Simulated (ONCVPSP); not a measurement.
**Before and after: ONCV potential for copper**

```json
{
  "Element": "Cu",
  "Generator": "ONCVPSP 4.0.1",
  "Type": "optimised norm-conserving Vanderbilt (ONCV)",
  "Functional": "PBE",
  "Relativity": "scalar-relativistic",
  "Frozen core": "[Ne]",
  "Valence charge": "19",
  "Reference configuration": "3s2 3p6 3d9 4s2",
  "Partial waves": "3s+4s: rc 0.95 bohr, ncon 4, nbas 8, qcut 9.7 1/bohr, 3 projectors, debl 1.2 Ha; 3p: rc 0.65 bohr, ncon 4, nbas 7, qcut 15.2 1/bohr, 2 projectors, debl 3.2 Ha; 3d: rc 1.35 bohr, ncon 4, nbas 8, qcut 10 1/bohr, 3 projectors, debl 2.9 Ha",
  "Local potential": "polynomial inside 0.50 bohr (lpopt 2, dvloc0 0 Ha)",
  "Core correction": "Teter function, fcfact 4.5, rcfact 1.1"
}
```

Change: core correction Teter function, fcfact 6.9, rcfact 1.1.

Cutoffs: the cutoffs (Ha) at which the residual kinetic energy of the hardest occupied pseudo-wave falls to 1 and 0.1 mHa per electron; they do not see the model core or the augmentation charge, which bear on the density cutoff. Errors are all-electron minus pseudo energies relative to the spin-unpolarised reference configuration.

Task: How do hardness, ghosts and transferability respond?

Result: The potential gets neither clearly harder nor softer (95 Ha and 179 Ha → 95 Ha and 179 Ha); both files keep a bound ghost (s); the errors of the 4 common tests hardly move. A model core, the more so a compact one, raises the density cutoff, which this test does not measure.

| quantity | base | changed |
| --- | --- | --- |
| cutoff, loose | 95 Ha | 95 Ha |
| cutoff, tight | 179 Ha | 179 Ha |
| bound ghosts | s | s |
| GHOST(+) flags under 300 eV | none | none |
| error for 3s2 3p6 3d10 4s1, meV [ΔE -1.97 eV] | +23 | +23 |
| error for 3s2 3p6 3d10 4s0, meV [ΔE 6.18 eV] | +49 | +49 |
| error for 3s2 3p6 3d9 4s0, meV [ΔE 27.51 eV] | +7.5 | +7.4 |
| error for 3s2 3p5 3d10 4s1, meV [ΔE 77.56 eV] | -120 | -121 |
| s: phases at 0.96 bohr within 0.05 rad from the reference energy up to (Ha; the scan ends near 5) | to the end of the scan | to the end of the scan |
| p: phases at 0.66 bohr within 0.05 rad from the reference energy up to (Ha; the scan ends near 5) | to the end of the scan | to the end of the scan |
| d: phases at 1.37 bohr within 0.05 rad from the reference energy up to (Ha; the scan ends near 5) | to the end of the scan | to the end of the scan |
| rms error of d²Exc/dni dnj with the model core, mHa | 0.64 | 0.69 |

 A true bound ghost makes a file unfit for plane-wave use even where its test errors are small: the radial tests pick states by their node count and pass the ghost by.
